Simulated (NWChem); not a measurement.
System meant: SiNH₂F₃; SMILES N[Si](F)(F)F

The following NWChem deck was run.

```
start job
memory heap 200 mb stack 900 mb global 1100 mb
geometry units angstroms noautoz
  N     -0.007139    -1.627554     0.427762
  Si     0.000020    -0.001413    -0.001068
  F     -1.308301     0.334488    -0.858051
  F      1.314591     0.324655    -0.852248
  F      0.001188     1.051019     1.210144
  H     -0.851856    -2.089670     0.740339
  H      0.832313    -2.096495     0.744216
end
basis spherical
  N library def2-svp
  Si library def2-svp
  F library def2-svp
  H library def2-svp
end
dft
  odft
  mult 2
  xc pbe0
  iterations 150
  mulliken
end
task dft energy
```

End of the output:

```
 Summary of "ao basis" -> "" (spherical)
 ------------------------------------------------------------------------------
       Tag                 Description            Shells   Functions and Types
 ---------------- ------------------------------  ------  ---------------------
 N                          def2-svp                 6       14   3s2p1d
 Si                         def2-svp                 8       18   4s3p1d
 F                          def2-svp                 6       14   3s2p1d
 H                          def2-svp                 3        5   2s1p

                                 NWChem DFT Module
                                 -----------------

 Summary of "ao basis" -> "ao basis" (spherical)
 ------------------------------------------------------------------------------
       Tag                 Description            Shells   Functions and Types
 ---------------- ------------------------------  ------  ---------------------
 N                          def2-svp                 6       14   3s2p1d
 Si                         def2-svp                 8       18   4s3p1d
 F                          def2-svp                 6       14   3s2p1d
 H                          def2-svp                 3        5   2s1p

      Symmetry analysis of basis
      --------------------------

        a'         52
        a"         32

  number of electrons :                   50
  multiplicity        :                    2
 ------------------------------------------------------------------------
  no. of electrons and multiplicity not compatible                  50
 ------------------------------------------------------------------------
 ------------------------------------------------------------------------
  current input line :
    25: task dft energy
 ------------------------------------------------------------------------
 ------------------------------------------------------------------------
 There is an error in the input file
 ------------------------------------------------------------------------
 For more information see the NWChem manual at https://nwchemgit.github.io

0: no. of electrons and multiplicity not compatible:Received an Error in Communication
```

**Question.** Find the fault in this run and fix the input.

**Answer.** The input was rejected before any calculation. Cause: the multiplicity doesn't fit the number of electrons (an even count wants an odd multiplicity, and the reverse). This input runs:
```
start job
memory heap 200 mb stack 900 mb global 1100 mb
geometry units angstroms noautoz
  N     -0.007139    -1.627554     0.427762
  Si     0.000020    -0.001413    -0.001068
  F     -1.308301     0.334488    -0.858051
  F      1.314591     0.324655    -0.852248
  F      0.001188     1.051019     1.210144
  H     -0.851856    -2.089670     0.740339
  H      0.832313    -2.096495     0.744216
end
basis spherical
  N library def2-svp
  Si library def2-svp
  F library def2-svp
  H library def2-svp
end
dft
  xc pbe0
  iterations 150
  mulliken
end
task dft energy
```
It converges to -644.36160 Ha (PBE0/def2-SVP).
